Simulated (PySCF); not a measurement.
Dimethyl malonate, C5H8O4.
Z-matrix (Å and degrees, GFN2-xTB geometry), rows numbered from 1:
```
C 
O   1  1.4234
C   2  1.3297  1  117.67
O   3  1.2001  2  125.03  1    -2.48
C   3  1.5215  2  110.37  1   176.95
C   5  1.5212  3  106.92  2  -102.22
O   6  1.2001  5  124.79  3    77.00
O   6  1.3303  5  110.66  3  -101.87
C   8  1.4227  6  116.44  5   177.34
H   1  1.0915  2  110.09  3    23.21
H   1  1.0911  2  109.21  3   -97.19
H   1  1.0882  2  107.08  3   143.72
H   5  1.0882  3  109.51  2   139.64
H   5  1.0883  3  109.16  2    16.15
H   9  1.0866  8  106.20  6  -174.55
H   9  1.0919  8  110.20  6    65.64
H   9  1.0914  8  110.26  6   -54.61
```

Level of theory: PBE0/pcSseg-1 in PySCF (dipole) on a GFN2-xTB geometry, gas phase.

Take the most abundant isotopes and a rigid rotor. The values belong to one conformer with, in the numbering `[CH3:1][O:2][C:3](=[O:4])[CH2:5][C:6](=[O:7])[O:8][CH3:9]`, C1–O2–C3–O4 -2°, O2–C3–C5–C6 -102°, C3–C5–C6–O7 77°, C5–C6–O8–C9 177°.

Q: What are A, B and C (MHz)?

A: Ia = 136.36, Ib = 575.96, Ic = 619.61 u·Å²; 505379 MHz·u·Å²/I gives A = 3706, B = 877.5, C = 815.6 MHz.

Q: Classify the top.

A: A near-prolate asymmetric top. Ray's parameter κ = (2B − A − C)/(A − C) = -0.957; −1 is the prolate and +1 the oblate limit.

Q: What does the inertial defect say?

A: Not planar: Δ = Ic − Ia − Ib = -92.72 u·Å². For a rigid frame Δ = −2 Σ m c², so Σ m c² = 46.36 u·Å² lies off the ab plane: 13.06 from hydrogen and 33.30 from heavier atoms. The atom farthest from that plane is 1.79 Å away.

Q: Give the coordinates in the principal-axis frame, origin at the centre of mass.

A: The sense of each axis is arbitrary; atoms in the order of the calculation.
```
atom  mass (u)   a (Å)   b (Å)   c (Å)
  C1    12.000   3.174   0.351   0.654
  O2    15.995   2.061   0.544  -0.211
  C3    12.000   1.149  -0.422  -0.269
  O4    15.995   1.213  -1.465   0.321
  C5    12.000   0.001  -0.013  -1.180
  C6    12.000  -1.150   0.409  -0.280
  O7    15.995  -1.218   1.459   0.298
  O8    15.995  -2.062  -0.556  -0.200
  C9    12.000  -3.169  -0.312   0.660
 H10     1.008   3.329  -0.714   0.834
 H11     1.008   2.986   0.859   1.601
 H12     1.008   4.041   0.790   0.163
 H13     1.008  -0.309  -0.867  -1.779
 H14     1.008   0.314   0.831  -1.791
 H15     1.008  -3.749  -1.231   0.676
 H16     1.008  -3.770   0.515   0.277
 H17     1.008  -2.819  -0.060   1.663
```

Q: List the rotational levels J(Ka,Kc) to J = 2 (K).

A: Above 0(0,0), as E/k:
J = 1: 1(0,1) 0.081, 1(1,1) 0.217, 1(1,0) 0.220
J = 2: 2(0,2) 0.244, 2(1,2) 0.377, 2(1,1) 0.385, 2(2,1) 0.793, 2(2,0) 0.793
Those of J = 1 are B + C, A + C and A + B.

Q: Which lines would a microwave search look for?

A: The dipole components are |μa| = 0.03 D, |μb| = 0.01 D, |μc| = 0.58 D. The squared components, which scale the intensities, stand as 0.00 : 0.00 : 1.00 (a : b : c). Some lines, for components of 0.1 D or more:

| type | branch | J(Ka,Kc) | MHz | lower level (cm⁻¹) |
| --- | --- | --- | --- | --- |
| c | Q | 5(1,5) ← 5(0,5) | 2424 | 0.846 |
| c | Q | 4(1,4) ← 4(0,4) | 2563 | 0.564 |
| c | Q | 3(1,3) ← 3(0,3) | 2679 | 0.339 |
| c | Q | 2(1,2) ← 2(0,2) | 2768 | 0.169 |
| c | R | 1(1,0) ← 0(0,0) | 4584 | 0.000 |
| c | R | 2(1,1) ← 1(0,1) | 6339 | 0.056 |
| c | Q | 5(2,4) ← 5(1,4) | 8119 | 0.958 |
| c | Q | 4(2,3) ← 4(1,3) | 8272 | 0.670 |
| c | Q | 3(2,2) ← 3(1,2) | 8394 | 0.440 |
| c | Q | 2(2,1) ← 2(1,1) | 8486 | 0.268 |
| c | R | 4(1,3) ← 3(0,3) | 9943 | 0.339 |
| c | R | 5(1,4) ← 4(0,4) | 11796 | 0.564 |
| c | R | 2(2,0) ← 1(1,0) | 11935 | 0.153 |
| c | R | 3(2,2) ← 2(1,2) | 13751 | 0.262 |
| c | Q | 5(3,3) ← 5(2,3) | 14272 | 1.230 |
| c | Q | 4(3,2) ← 4(2,2) | 14286 | 0.947 |
| c | R | 4(2,2) ← 3(1,2) | 15181 | 0.440 |
| c | R | 4(2,3) ← 3(1,3) | 15536 | 0.428 |
| c | R | 5(2,3) ← 4(1,3) | 16770 | 0.670 |
| c | R | 5(2,4) ← 4(1,4) | 17353 | 0.650 |
| c | R | 3(3,1) ← 2(2,1) | 19378 | 0.551 |
| c | Q | 4(4,1) ← 4(3,1) | 20015 | 1.423 |
| c | R | 4(3,1) ← 3(2,1) | 21068 | 0.721 |
| c | Q | 5(5,1) ← 5(4,1) | 25734 | 2.373 |
| c | R | 4(4,1) ← 3(3,1) | 26790 | 1.197 |
| c | R | 5(5,1) ← 4(4,1) | 34202 | 2.091 |

No GFN2-xTB frequencies stand behind this structure, so it isn't proved a minimum. No vibrational averaging or centrifugal distortion is included, and the geometry carries the error of its method. A rigid rotor knows nothing of internal rotation, which can split or shift real lines.

The run took 37 s wall on one thread, Arm Neoverse V2, shared host. This is the PBE0/pcSseg-1 job that gave the dipole, with the shieldings it also computed.
